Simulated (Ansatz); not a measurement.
Consider the ligand exchange at the Si–O bond: `O[Si](F)(Cl)Cl` + H–F → `F[Si](F)(Cl)Cl` + H₂O.

Computed with Ansatz on PBE0-D4/def2-TZVP structures; ΔE is electronic, products minus reactants. CCSD(T)/CBS adds triple-zeta CCSD(T) − MP2 to the extrapolated MP2 energy (def2 sets, frozen cores). This one scheme is used for every species. DFT in def2-TZVPP. B3LYP here is the variant with VWN-RPA as its local correlation; programs differ in this. Each species was taken in one conformer, which may not be the lowest.

**Question.** Is it downhill or uphill in electronic energy at CCSD(T)/CBS, and by how much? (Estimate.)

**Answer.** The calculation gave: Downhill: ΔE = -33.1 kJ/mol.

**Question.** What do these levels give: LDA (SPW92), B97M-V, PBE0-D4, B3LYP-D4, B3LYP, SCS-MP2/def2-TZVPP? (Best estimate.)

**Answer.** Computed: LDA (SPW92) -28.6, B97M-V -37.9, PBE0-D4 -30.5, B3LYP-D4 -33.0, B3LYP -36.5, SCS-MP2/def2-TZVPP -33.0 kJ/mol.

Largest T1 diagnostic among the species: 0.010.

In def2-TZVPP, CCSD(T) changes the Hartree–Fock value by +4.7 kJ/mol (the triples alone add +0.8 kJ/mol) and MP2 by +6.7 kJ/mol. Leaving LDA and LC-ωPBE aside and taking each functional with its dispersion term where it has one, the values, not all of them listed here, spread over 8.2 kJ/mol, from B97M-V to revPBE-D4. LDA lies +5.2 kJ/mol from PBE without D4.
